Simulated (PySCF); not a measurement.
Two-component Hartree-Fock for Cl(8+) (chlorine, charge +8)

Start: [He] 2s2 2p5; 2p1/2 filled at m_j = +1/2; 2p3/2 filled at m_j = -3/2, -1/2, +1/2, +3/2. Calculated with PySCF 2.14 in an uncontracted even-tempered set (18 s from 0.97 bohr⁻², ratio 2.4; 11 p from 1.3 bohr⁻², ratio 2.4; 5 d from 7.8 bohr⁻², ratio 2.6; 5 f from 12 bohr⁻², ratio 2.6): generalised Hartree-Fock with the X2C-1e Hamiltonian and a Gaussian nucleus; one run each with spin-orbit coupling (SO) screened by Boettger's factors, then bare. This is a chosen level, not necessarily the ground level.

```
spinor shell  electrons  ε, screened SO (eV)  ε, bare SO (eV)  weight of nominal j (bare SO)  rms radius, bare SO (bohr)
       1s1/2          2              -3073.0          -3073.0                          1.000                       0.105
       2s1/2          2              -468.85          -468.85                          1.000                       0.464
       2p1/2          1              -409.95          -410.13                          0.998                       0.426
       2p3/2          4              -404.61          -404.54                          0.999                       0.429
```

```tsv
quantity	screened SO	bare SO
E (hartree)	-433.34994	-433.34436
M_J	1/2	1/2
⟨J²⟩	0.758	0.756
⟨L²⟩	2.001	2.001
⟨S²⟩	0.751	0.751
```

Each row is a mean over spinors that exchange with the open shell spreads, by up to 4.984 eV (2s1/2).
